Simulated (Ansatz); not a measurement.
Stepwise reaction of `CCB(S)S` with water, as a gas-phase model of exchange steps in deposition or etching. ΔE in kJ/mol; ΔG adds harmonic PBE0-D4 terms to CCSD(T)/CBS, at 1 bar.

Program: Ansatz. Geometries: PBE0-D4/def2-TZVP. ΔE: electronic, gas phase. CCSD(T)/CBS is the MP2 limit (def2-TZVPP, def2-QZVPP) plus CCSD(T) − MP2 in def2-TZVPP, frozen cores. This one scheme is used for every species. DFT in def2-TZVPP. B3LYP here is the variant with VWN-RPA as its local correlation; programs differ in this. Each species was taken in one conformer, which may not be the lowest.

```
step                           reaction  PBE-D4  B3LYP-D4  ωB97M-V  CCSD(T)/CBS  ΔG(400 K)
   1  `CCB(S)S` + H₂O → `CCB(O)S` + H₂S   -42.4     -52.1    -54.2        -45.6      -51.8
```

**Question.** Give the row of step 2, `CCB(O)S` + H₂O → `CCB(O)O` + H₂S. (Estimate.)

**Answer.** Ansatz gave: 
```json
{"step": "2", "reaction": "`CCB(O)S` + H₂O → `CCB(O)O` + H₂S", "PBE-D4": "-56.2", "B3LYP-D4": "-65.8", "ωB97M-V": "-67.1", "CCSD(T)/CBS": "-60.0", "ΔG(400 K)": "-63.7"}
```

**Question.** By hand: ΔE of the 2 steps together at CCSD(T)/CBS.

**Answer.** (-45.6) + (-60.0) = -105.6 kJ/mol, or -52.8 kJ/mol a step.

In ΔE each step is lower than the one before. All are downhill at CCSD(T)/CBS. ΔG lies between -63.7 and -51.8 kJ/mol a step. PBE-D4 differs from CCSD(T)/CBS by 3.2 to 3.8 kJ/mol a step. Isolated molecules leave out the surface, adducts and barriers. Largest T1 diagnostic: 0.012.
